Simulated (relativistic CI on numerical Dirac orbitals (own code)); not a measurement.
Radial parameters of Eu XLIX

Method of calculation: Dirac-Coulomb-Breit CI, KLI orbitals optimised for each configuration, model QED (radiative potential, 1s self-energy scaled to tabulated hydrogen-like ionisation energies), unscaled Slater integrals (own radial code, finite nucleus).

Slater integrals F^k, G^k are unscaled and averaged over j, outside the closed core [Ne]; ζ comes from projecting the Hamiltonian with its Breit term on Σ l·s of the shell.

- 3s²3p³: F^2(3p,3p) = 444220, ζ(3p) = 894810 cm⁻¹; <r>(3p) = 0.2211, <r^2>(3p) = 0.05654 (bohr units).
- 3s3p⁴: F^2(3p,3p) = 444000, G^1(3s,3p) = 560910, ζ(3p) = 894590 cm⁻¹; <r>(3s) = 0.2273, <r^2>(3s) = 0.05897, <r>(3p) = 0.2212, <r^2>(3p) = 0.0566 (bohr units).
- 3s²3p²3d: F^2(3p,3p) = 443860, ζ(3p) = 893940, F^2(3p,3d) = 447450, G^1(3p,3d) = 463630, G^3(3p,3d) = 313780, ζ(3d) = 121680 cm⁻¹; <r>(3p) = 0.2213, <r^2>(3p) = 0.05663, <r>(3d) = 0.1953, <r^2>(3d) = 0.04398 (bohr units).

Averages of the first 10 configurations, taken without configuration mixing, which lowers the lowest level and can move excited configurations by several eV; other configurations of the list can lie among them:

| Configuration | Parity | States | Average energy above the lowest level (eV) |
| --- | --- | --- | --- |
| 3s²3p³ | odd | 20 | 171.5 |
| 3s3p⁴ | even | 30 | 430.8 |
| 3s²3p²3d | even | 150 | 442.1 |
| 3p⁵ | odd | 6 | 709.3 |
| 3s3p³3d | odd | 400 | 693.1 |
| 3p⁴3d | even | 150 | 963.5 |
| 3s3p²3d² | even | 1350 | 963.0 |
| 3s²3p3d4p | even | 360 | 2373.0 |
| 3p⁴4s | even | 30 | 2523.9 |
| 3s3p²3d4s | even | 600 | 2512.3 |
